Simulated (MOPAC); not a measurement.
MOPAC input (PM6):

```
PM6 PRECISE GNORM=0.05 LET XYZ GEO-OK AUX(PRECISION=9) THREADS=1
C2H8Si

C    -1.69173600 1    0.42004200 1    0.04355000 1
C    -0.57242000 1   -0.54087600 1   -0.37643400 1
Si    1.14325100 1    0.02544300 1    0.14771300 1
H    -2.67078800 1    0.05853400 1   -0.27751200 1
H    -1.72509800 1    0.54115200 1    1.12840300 1
H    -1.54811800 1    1.41150100 1   -0.39127100 1
H    -0.74895700 1   -1.53474700 1    0.04598500 1
H    -0.57322500 1   -0.67053300 1   -1.46297600 1
H     1.45450000 1    1.34800400 1   -0.45049800 1
H     1.21284200 1    0.15957700 1    1.62455600 1
H     2.17827000 1   -0.94469300 1   -0.28736700 1
```

Output:

```
 *******************************************************************************
 **                                                                           **
 **                              MOPAC v23.2.5                                **
 **                                                                           **
 *******************************************************************************
 ** MOPAC's Digital Object Identifier: https://doi.org/10.5281/zenodo.6511958 **
 **                                                                           **
 ** Please cite the open-source release paper for use of this MOPAC version:  **
 ** J. E. Moussa and J. J. P. Stewart (2026)                                  **
 ** MOPAC: An open-source semiempirical molecular orbital program             **
 ** J. Open Source Softw., 11(119), 8025, https://doi.org/10.21105/joss.08025 **
 *******************************************************************************

                              PM6 CALCULATION RESULTS

 *******************************************************************************
 *  PM6        - The PM6 Hamiltonian to be used
 *  GEO-OK     - OVERRIDE INTERATOMIC DISTANCE AND OTHER SAFETY CHECKS
 *  LET        - OVERRIDE SOME SAFETY CHECKS
 *  PRECISE    - TIGHTER CRITERIA TO BE USED
 *  XYZ        - CARTESIAN COORDINATE SYSTEM TO BE USED
 *  GNORM      - EXIT WHEN GRADIENT NORM DROPS BELOW 0.050
 *  AUX        - OUTPUT AUXILIARY INFORMATION
 *******************************************************************************
PM6 PRECISE GNORM=0.05 LET XYZ GEO-OK AUX(PRECISION=9) THREADS=1
 C2H8Si

   ATOM   CHEMICAL          X               Y               Z
  NUMBER   SYMBOL      (ANGSTROMS)     (ANGSTROMS)     (ANGSTROMS)

     1       C         -1.69173600  *   0.42004200  *   0.04355000  *
     2       C         -0.57242000  *  -0.54087600  *  -0.37643400  *
     3      Si          1.14325100  *   0.02544300  *   0.14771300  *
     4       H         -2.67078800  *   0.05853400  *  -0.27751200  *
     5       H         -1.72509800  *   0.54115200  *   1.12840300  *
     6       H         -1.54811800  *   1.41150100  *  -0.39127100  *
     7       H         -0.74895700  *  -1.53474700  *   0.04598500  *
     8       H         -0.57322500  *  -0.67053300  *  -1.46297600  *
     9       H          1.45450000  *   1.34800400  *  -0.45049800  *
    10       H          1.21284200  *   0.15957700  *   1.62455600  *
    11       H          2.17827000  *  -0.94469300  *  -0.28736700  *

          CARTESIAN COORDINATES

    NO.       ATOM           X           Y           Z

     1         C         -1.6917      0.4200      0.0436
     2         C         -0.5724     -0.5409     -0.3764
     3        Si          1.1433      0.0254      0.1477
     4         H         -2.6708      0.0585     -0.2775
     5         H         -1.7251      0.5412      1.1284
     6         H         -1.5481      1.4115     -0.3913
     7         H         -0.7490     -1.5347      0.0460
     8         H         -0.5732     -0.6705     -1.4630
     9         H          1.4545      1.3480     -0.4505
    10         H          1.2128      0.1596      1.6246
    11         H          2.1783     -0.9447     -0.2874

 General Reference for PM6:
 "Optimization of Parameters for Semiempirical Methods V: Modification of NDDO Approximations
 and Application to 70 Elements", J. J. P. Stewart, J. Mol. Mod., 13, 1173-1213 (2007)
 URL: https://link.springer.com/article/10.1007/s00894-007-0233-4

           Empirical Formula: C2 H8 Si  =    11 atoms

      MOLECULAR POINT GROUP   :   Cs

      RHF CALCULATION, NO. OF DOUBLY OCCUPIED LEVELS = 10

          Geometry optimization using EF

          DIAGONAL MATRIX USED AS START HESSIAN

 CYCLE:     1  GRAD.:    26.902 HEAT: -12.69842
 CYCLE:     2  GRAD.:   130.312 HEAT: -7.089527
 CYCLE:     3  GRAD.:    38.031 HEAT: -12.41307
 CYCLE:     4  GRAD.:   153.845 HEAT: -2.860951
 CYCLE:     5  GRAD.:    30.022 HEAT: -12.80507
 CYCLE:     6  GRAD.:    75.069 HEAT: -10.06228
 CYCLE:     7  GRAD.:    15.263 HEAT: -13.10911
 CYCLE:     8  GRAD.:    61.131 HEAT: -11.56790
 CYCLE:     9  GRAD.:     5.585 HEAT: -13.19588
 CYCLE:    10  GRAD.:    18.809 HEAT: -13.03095
 CYCLE:    11  GRAD.:     0.604 HEAT: -13.21296
 CYCLE:    12  GRAD.:     0.808 HEAT: -13.21367
 CYCLE:    13  GRAD.:     0.544 HEAT: -13.21543
 CYCLE:    14  GRAD.:     0.555 HEAT: -13.21713
 CYCLE:    15  GRAD.:     0.547 HEAT: -13.21790
 CYCLE:    16  GRAD.:     2.193 HEAT: -13.21695
 CYCLE:    17  GRAD.:     0.409 HEAT: -13.21946
 CYCLE:    18  GRAD.:     0.339 HEAT: -13.21980
 CYCLE:    19  GRAD.:     1.218 HEAT: -13.21934
 CYCLE:    20  GRAD.:     0.076 HEAT: -13.22003
 CYCLE:    21  GRAD.:     0.025 HEAT: -13.22004

     GRADIENT =  0.02526 IS LESS THAN CUTOFF =  0.05000

 -------------------------------------------------------------------------------
 PM6 PRECISE GNORM=0.05 LET XYZ GEO-OK AUX(PRECISION=9) THREADS=1
 C2H8Si

     GEOMETRY OPTIMISED USING EIGENVECTOR FOLLOWING (EF).
     SCF FIELD WAS ACHIEVED

                              PM6 CALCULATION
                                                       MOPAC v23.2.5 Linux

          FINAL HEAT OF FORMATION =        -13.22004 KCAL/MOL =     -55.31265 KJ/MOL

          COSMO AREA              =        113.96 SQUARE ANGSTROMS
          COSMO VOLUME            =        102.96 CUBIC ANGSTROMS

          GRADIENT NORM           =          0.02526          =       0.00762 PER ATOM
          IONIZATION POTENTIAL    =         10.359328 EV
          HOMO LUMO ENERGIES (EV) =        -10.359  0.613
          NO. OF FILLED LEVELS    =         10
          MOLECULAR WEIGHT        =         60.1707         POINT GROUP:  Cs

          MOLECULAR DIMENSIONS (Angstroms)

            Atom       Atom       Distance
            H    11    H     4     4.89913
            H     7    H     9     3.32669
            H    10    H     8     3.24865

          SCF CALCULATIONS        =         22

   ATOM   CHEMICAL          X               Y               Z
  NUMBER   SYMBOL      (ANGSTROMS)     (ANGSTROMS)     (ANGSTROMS)

     1       C         -1.68396750  *   0.41709011  *   0.04276253  *
     2       C         -0.56457368  *  -0.53354388  *  -0.37132285  *
     3      Si          1.14086191  *   0.03570624  *   0.15331178  *
     4       H         -2.65923740  *   0.03546656  *  -0.28937720  *
     5       H         -1.74565941  *   0.53965601  *   1.13280502  *
     6       H         -1.56735133  *   1.41653628  *  -0.39827661  *
     7       H         -0.76380974  *  -1.54904376  *   0.04372784  *
     8       H         -0.58674697  *  -0.67828847  *  -1.47664666  *
     9       H          1.48293036  *   1.34408134  *  -0.45116539  *
    10       H          1.24097392  *   0.15417420  *   1.62647603  *
    11       H          2.13703440  *  -0.96308531  *  -0.30270335  *

                             CARTESIAN COORDINATES

   1    C       -1.683967500     0.417090111     0.042762530
   2    C       -0.564573683    -0.533543880    -0.371322849
   3   Si        1.140861910     0.035706241     0.153311775
   4    H       -2.659237399     0.035466558    -0.289377199
   5    H       -1.745659407     0.539656011     1.132805018
   6    H       -1.567351325     1.416536279    -0.398276608
   7    H       -0.763809738    -1.549043755     0.043727841
   8    H       -0.586746972    -0.678288471    -1.476646657
   9    H        1.482930364     1.344081341    -0.451165391
  10    H        1.240973921     0.154174197     1.626476034
  11    H        2.137034401    -0.963085307    -0.302703351

           Empirical Formula: C2 H8 Si  =    11 atoms

      MOLECULAR POINT GROUP   :   Cs

                  EIGENVALUES
 -27.05352 -21.59132 -17.96338 -15.12608 -14.22993 -13.01997 -12.03001 -11.26494
 -11.18064 -10.35933   0.61308   1.22200   1.26148   1.86849   1.95871   2.96499
   4.40986   4.71255   4.79149   4.79812   5.58972   5.90513   6.11943   6.69241
   6.84336

              NET ATOMIC CHARGES AND DIPOLE CONTRIBUTIONS

  ATOM NO.   TYPE          CHARGE      No. of ELECS.   s-Pop       p-Pop       d-Pop
    1          C          -0.380588        4.3806     1.06884     3.31175
    2          C          -0.582420        4.5824     1.08355     3.49887
    3         Si           0.215387        3.7846     1.21017     1.97881     0.59564
    4          H           0.136080        0.8639     0.86392
    5          H           0.139672        0.8603     0.86033
    6          H           0.139672        0.8603     0.86033
    7          H           0.176800        0.8232     0.82320
    8          H           0.176799        0.8232     0.82320
    9          H          -0.007468        1.0075     1.00747
   10          H          -0.007468        1.0075     1.00747
   11          H          -0.006467        1.0065     1.00647
 DIPOLE           X         Y         Z       TOTAL
 POINT-CHG.     0.566     0.187     0.173     0.621
 HYBRID        -1.169    -0.347    -0.335     1.265
 SUM           -0.603    -0.159    -0.161     0.644

          ATOMIC ORBITAL ELECTRON POPULATIONS

     Atom    s        px        py        pz      x^2-y^2     xz        z^2       yz        xy
    1  C   1.06884   1.06491   1.09900   1.14783
    2  C   1.08355   1.19372   1.13189   1.17326
    3 Si   1.21017   0.55825   0.70926   0.71130   0.10754   0.06407   0.19240   0.07485   0.15678
    4  H   0.86392
    5  H   0.86033
    6  H   0.86033
    7  H   0.82320
    8  H   0.82320
    9  H   1.00747
   10  H   1.00747
   11  H   1.00647

 **********************
 *                    *
 * JOB ENDED NORMALLY *
 *                    *
 **********************

 == MOPAC DONE ==
```

The geometry given is a B3LYP-D3(BJ)/def2-TZVP minimum.
